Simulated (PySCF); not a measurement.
Geometries of 2 isomers of C2H7BGeO3, from PySCF 2.14.0, PBE0-D3(BJ)/def2-SVP geometry optimisation, gas phase. One conformer each, no zero-point energy, no frequencies.

Question: Which is lower in electronic energy at this level?
A.
```xyz
14
angstrom
Ge     2.845    0.024    0.366
O      1.390    1.080    0.355
B      0.134    0.601    0.319
O     -0.982    1.395    0.326
C     -2.118    0.559    0.280
C     -1.567   -0.888    0.245
O     -0.162   -0.744    0.272
H      2.872   -0.796   -0.933
H      4.019    1.009    0.436
H      2.791   -0.880    1.608
H     -2.750    0.742    1.165
H     -2.719    0.797   -0.613
H     -1.868   -1.429   -0.667
H     -1.896   -1.483    1.113
```
B.
```xyz
14
angstrom
C     -0.822   -1.991    0.315
C     -0.241   -0.793    0.116
O      1.098   -0.741   -0.043
Ge     2.214    0.644   -0.323
B     -1.097    0.531    0.060
O     -2.443    0.595    0.234
O     -0.418    1.686   -0.182
H     -0.234   -2.912    0.350
H     -1.903   -2.082    0.444
H      3.560   -0.101   -0.369
H      1.930    1.316   -1.675
H      2.187    1.625    0.859
H     -2.845   -0.260    0.409
H     -0.990    2.460   -0.205
```

Answer: A. That is `[GeH3][O]B1OCCO1`, 33.0 kcal/mol below the other.

| SMILES | atoms numbered as above | E (Eh) | relative (kcal/mol) | relative (kJ/mol) | dipole (D) |
| --- | --- | --- | --- | --- | --- |
| [GeH3][O]B1OCCO1 | [GeH3:1][O:2][B:3]1[O:4][CH2:5][CH2:6][O:7]1 | -2406.97136 | 0.0 | 0.0 | 2.15 |
| C=C([O][GeH3])B(O)O | [CH2:1]=[C:2]([O:3][GeH3:4])[B:5]([OH:6])[OH:7] | -2406.91882 | 33.0 | 137.9 | 1.86 |

As drawn, the higher has an O–H bond and a C=C bond outside aromatic rings, which the lower lacks.
